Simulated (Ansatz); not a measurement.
CH$_{8}$BNOSi (`CB(N)O[SiH3]`). The species carries charge 0 and has multiplicity 1.

Cartesian coordinates in Å:
```
C 1.0987 -0.8053 -0.6360
B -0.0320 -0.6107 0.4452
N -0.3184 -1.5880 1.4076
O -0.7930 0.5421 0.4862
Si -0.8004 1.9052 -0.4220
H 1.8474 -0.0092 -0.5633
H 1.6227 -1.7594 -0.5521
H 0.6835 -0.7438 -1.6478
H -1.0400 -1.4651 2.0968
H 0.1732 -2.4603 1.4671
H -1.0954 1.5977 -1.8477
H -1.8580 2.7934 0.1173
H 0.5118 2.6035 -0.3514
```

List the harmonic frequencies (cm⁻¹, unscaled) at PBE0-D4/def2-TZVP in Ansatz. (Best estimate.)

Computed: 55, 97, 116, 119, 326, 387, 449, 471, 617, 663, 726, 744, 828, 865, 910, 955, 956, 978, 1048, 1280, 1372, 1388, 1462, 1473, 1629, 2214, 2217, 2245, 3039, 3101, 3129, 3634, 3744.

Is this a minimum?

Yes, all 33 modes are real.

Give the ideal-gas thermochemistry at 298.15 K and 1 bar (rigid rotor, harmonic oscillator; point group Cs, symmetry number 1).

Zero-point energy 258.6 kJ/mol; H(298) − E = 281.8 kJ/mol; entropy 362.6 J/(mol·K), of which translation 164.8, rotation 111.8, vibration 86.0; G(298) − E = 173.7 kJ/mol. Modes under 100 cm⁻¹ are hindered rotations or soft bends, so the harmonic entropy is rough.

And at 400, 500, 600, 800 and 1000 K?


| T (K) | H − E (kJ/mol) | S (J/mol/K) | G − E (kJ/mol) |
| --- | --- | --- | --- |
| 400 | 295.5 | 402.0 | 134.7 |
| 500 | 311.4 | 437.3 | 92.7 |
| 600 | 329.2 | 469.8 | 47.3 |
| 800 | 369.6 | 527.7 | -52.6 |
| 1000 | 414.6 | 577.9 | -163.3 |
